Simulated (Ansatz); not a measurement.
Reaction (ligand exchange at a Ge–N bond): `[NH2][Ge][Cl]` + H–F → `[F][Ge][Cl]` + NH₃

Computed with Ansatz on PBE0-D4/def2-TZVP structures; ΔE is electronic, products minus reactants. CBS: MP2 limit from def2 TZ/QZ plus the TZ coupled-cluster correction, frozen cores. This one scheme is used for every species. Functionals use def2-TZVPP. For Ge outer-core shells are correlated without core-valence functions, which leaves a few kJ/mol of doubt a bond. Scalar relativity is left out up to krypton. Each species was taken in one conformer, which may not be the lowest.

CCSD(T)/CBS gives -0.37 eV.

(1) Another level gave -0.46 eV. Which?
A. r2SCAN0-D4/def2-TZVPP
B. BHLYP/def2-TZVPP
C. BHLYP-D4/def2-TZVPP
D. LDA (SPW92)/def2-TZVPP

Largest T1 diagnostic among the species: 0.014.

Results:

(1) C. BHLYP-D4 -0.46, BHLYP -0.51, LDA (SPW92) -0.37, r2SCAN0-D4 -0.42 eV.

From r2SCAN to r2SCAN0 (25 % exact exchange), in def2-TZVPP and without D4, ΔE moves by +0.05 eV. In def2-TZVPP, CCSD(T) changes the Hartree–Fock value by +0.14 eV (the triples alone add +0.01 eV) and MP2 by +0.18 eV. Leaving LDA and LC-ωPBE aside and taking each functional with its dispersion term where it has one, the values, not all of them listed here, spread over 0.20 eV, from B97M-V to PBE-QIDH. LDA lies +0.13 eV from PBE without D4.
